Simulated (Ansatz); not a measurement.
Ideal-gas functions of CH₄ClFOSn, SMILES `C[O][SnH]([F])[Cl]` at 298.15 K and 1 bar, from an Ansatz frequency run at PBE0-D4/def2-TZVP.

Molar mass 205.2 g/mol, point group C1 (symmetry number 1), electronic degeneracy 1, moments of inertia 200.277, 269.206, 359.5 u Å². Harmonic wavenumbers (cm⁻¹, unscaled): 52, 98, 110, 146, 188, 258, 385, 534, 544, 589, 632, 1103, 1177, 1193, 1475, 1493, 1498, 2026, 3018, 3085, 3114.

Use S(trans) = R[1.5 ln M + 2.5 ln T − 1.1517]; rotational temperatures θ = 24.2544 K / I; S(rot) = R[ln(√π/σ · √(T³/θAθBθC)) + 1.5]; for each mode x = 1.438777 ν̃/T, S = R[x/(eˣ − 1) − ln(1 − e⁻ˣ)] and H = RT x/(eˣ − 1); 1 cm⁻¹ = 0.0119627 kJ/mol; R = 8.31446 J/(mol·K).

**Question.** By hand: the entropy, in J/(mol·K).

**Answer.** Translation 175.3. Rotation: θ = 0.1211, 0.0901, 0.0675 K, giving 118.3. Vibration, mode by mode: 19.83, 14.62, 13.68, 11.40, 9.40, 7.01, 4.27, 2.42, 2.33, 1.96, 1.66, 0.26, 0.19, 0.18, 0.05, 0.05, 0.05, 0.01, 0.00, 0.00, 0.00, in all 89.4. Electronic 0.0. Sum 383.0 J/(mol·K).

**Question.** By hand: H − E and G − E in kJ/mol, counted from the electronic energy.

**Answer.** Zero-point energy ½ × 22718 × 0.0119627 = 135.9; thermal vibration 13.4; translation, rotation and pV give 4 RT = 9.9. H − E = 159.2 kJ/mol, and G − E = 159.2 − 298.15 × 383.0/1000 = 45.0 kJ/mol.

Vibration gives 23 % of the entropy, 59.5 J/(mol·K) of it from the modes under 150 cm⁻¹: soft modes count most, and the harmonic formula is weakest for them. The sum counts one conformer and one mirror image; others add a mixing term.
